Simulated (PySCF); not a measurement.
Species: C₈H₁₀O.
Numbering: `[CH3:1][O:2][C:3]1=[CH:4][CH:5]=[CH:6][CH:7]=[CH:8][CH2:9]1`

Geometry (GFN2-xTB, Å), atoms numbered from 1 in this order:
```
atom  x, y, z in Å
C1     2.8120   -0.4086   -0.6067
O2     1.7921   -0.9094    0.2240
C3     0.6393   -0.1997    0.3291
C4     0.4330    1.0568   -0.1109
C5    -0.8444    1.7028   -0.1276
C6    -2.0377    1.0987   -0.3264
C7    -2.2126   -0.3046   -0.5643
C8    -1.4498   -1.2671   -0.0321
C9    -0.4457   -0.9613    1.0325
H10    3.5580   -1.1985   -0.6795
H11    3.2746    0.4848   -0.1744
H12    2.4285   -0.1700   -1.6035
H13    1.2627    1.6443   -0.4785
H14   -0.8196    2.7855   -0.1052
H15   -2.9134    1.7222   -0.4527
H16   -3.0094   -0.5749   -1.2462
H17   -1.5507   -2.2939   -0.3525
H18   -0.8935   -0.3329    1.8067
H19   -0.0331   -1.8651    1.4758
```

NICS is the negative of the GIAO shielding at a point without a nucleus: at the ring centre (0) and 1 Å above and below it (1); zz is the component along the ring normal. Level: GIAO PBE0/pcSseg-1 (PySCF, non-relativistic, gas phase) on the GFN2-xTB geometry, one conformer.

Ring bond lengths (Å), with Mayer bond orders in brackets: C3–C4 1.347 (1.62), C4–C5 1.432 (1.21), C5–C6 1.352 (1.70), C6–C7 1.434 (1.19), C7–C8 1.339 (1.77), C8–C9 1.495 (1.04), C9–C3 1.501 (1.01).

Q: What do the NICS probes read (ppm)?

A: 
| ring | type | NICS(0) | NICS(1), two faces | NICS(1)zz, two faces | rms pucker (Å) | centre to ring atoms, mean (Å) |
| --- | --- | --- | --- | --- | --- | --- |
| C3–C4–C5–C6–C7–C8–C9 | 7-membered carbocycle; formal bonds 3 double, 4 single | -6.2 | -6.6 / -8.8 | -10.7 / -15.1 | 0.31 | 1.56 |

Q: What do they say, and how far can they be read as aromaticity?

A: 
- C3–C4–C5–C6–C7–C8–C9: mean NICS(1)zz -12.9 ppm, shielded. C9 has four or more neighbours, and the NICS criterion for π rings isn't applied. The two faces differ by 4.4 ppm, so no symmetry operation interchanges them.

Q: What field does 11.7 T along the ring normal induce along that normal at the second NICS(1) probe listed for ring C3–C4–C5–C6–C7–C8–C9, 1 Å off the ring?

A: NICSzz × B0 = -15.1 ppm × 11.7 T = -177 μT, against the applied field.

Q: Give the inner angles of the rings and the Hirshfeld charges of the ring atoms.

A: 
- C3–C4–C5–C6–C7–C8–C9: C3 121.0° (+0.092 e), C4 124.1° (-0.104 e), C5 126.0° (-0.050 e), C6 124.7° (-0.064 e), C7 124.6° (-0.063 e), C8 121.2° (-0.043 e), C9 104.8° (-0.080 e); sum 846.6° against 900° for a flat convex ring.

The run took 39 s wall on an Arm Neoverse V1 with one thread, no GPU, on a shared host. This is the whole shielding run at PBE0/pcSseg-1, SCF included.
